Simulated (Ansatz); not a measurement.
Species: BP2H4, charge 0, doublet. BP2H4 (SMILES P[B]P, doublet).
B3LYP-D3(BJ)/def2-TZVP minimum from Ansatz (a quantum-chemistry and plane-wave program):
```
B
P 1 1.8382
H 2 1.4125 1 102.35
H 2 1.4185 3 97.64 1 106.41
P 1 1.8382 2 144.55 3 166.06
H 5 1.4125 1 102.35 2 -166.06
H 5 1.4185 6 97.64 1 -106.41
```
Charge 0, spin multiplicity 2.

Quantity: atomisation energy (electronic, to ground-state atoms), in kcal/mol. Radicals and triplets start from unrestricted determinants; spin-orbit coupling is neglected. CBS(X,Y): correlation extrapolated as X^-3, Hartree-Fock from the larger set. A bracket is a step between two methods taken in the basis named. Functionals run without relativity, which enters their misses. Double hybrids freeze cores in their MP2 part. 'core' is core correlation in cc-pwCVTZ (1s frozen past Ne), 'X2C' scalar relativity in cc-pVTZ-DK, both at CCSD(T). For partners of very few electrons the exact lower level stands in for a higher one.

CCSD(T)/CBS(cc-pV(T+d)Z,cc-pV(Q+d)Z) + [CCSDT(Q) - CCSD(T)]/cc-pV(D+d)Z + core + X2C (Ansatz) gives 448.5 kcal/mol.

Problem. What does PBE/def2-TZVPD (Ansatz) give here, and how do the other levels compare?

Solution. PBE gives 459.1 kcal/mol, 10.6 kcal/mol above it. Differences of the others: r2SCAN/def2-TZVPD (Ansatz) 9.5; PBE0/def2-TZVPD (Ansatz) 3.6; wB97M-V/def2-TZVPD (Ansatz) 7.0; B2PLYP/def2-TZVPD (Ansatz) -5.1; CCSD(T)/CBS(cc-pV(T+d)Z,cc-pV(Q+d)Z) + core + X2C (Ansatz) -0.9 kcal/mol. Nearer than PBE: r2SCAN/def2-TZVPD, PBE0/def2-TZVPD, wB97M-V/def2-TZVPD, B2PLYP/def2-TZVPD, CCSD(T)/CBS(cc-pV(T+d)Z,cc-pV(Q+d)Z) + core + X2C.
